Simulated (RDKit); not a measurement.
A run for RDKit: UFF on H7NSi2 (SMILES [SiH3]N[SiH3]).

```python
from rdkit import Chem
from rdkit.Chem import AllChem, rdDetermineBonds

blocks = [
'''10

Si    1.52581582   -0.22326634    0.28708265
N    -0.00832758   -0.38104904   -0.49681345
Si   -1.52098007    0.36619254   -0.11407125
H     2.60157651   -0.00450718   -0.71063482
H     1.43986111    0.93606637    1.20085581
H     1.89457278   -1.42745724    1.07420954
H    -0.04053675   -1.05856868   -1.24771208
H    -2.48969941   -0.57922683    0.49698672
H    -2.15570456    0.91585033   -1.33700141
H    -1.24677784    1.45586608    0.84709829
''',
]
mol = None
for b in blocks:
    f = Chem.MolFromXYZBlock(b)
    rdDetermineBonds.DetermineBonds(f, charge=0)
    mol = f if mol is None else Chem.CombineMols(mol, f)
Chem.SanitizeMol(mol)
print(Chem.MolToSmiles(Chem.RemoveHs(mol)))
ff = AllChem.UFFGetMoleculeForceField(mol, vdwThresh=100.0, ignoreInterfragInteractions=False)
e = ff.CalcEnergy()
print(f'UFF energy {e:.6f} kcal/mol')
```

The log:

```
[SiH3]N[SiH3]
UFF energy 19.282489 kcal/mol
```

The run finished.

Cost: very roughly 0.020 core-seconds.
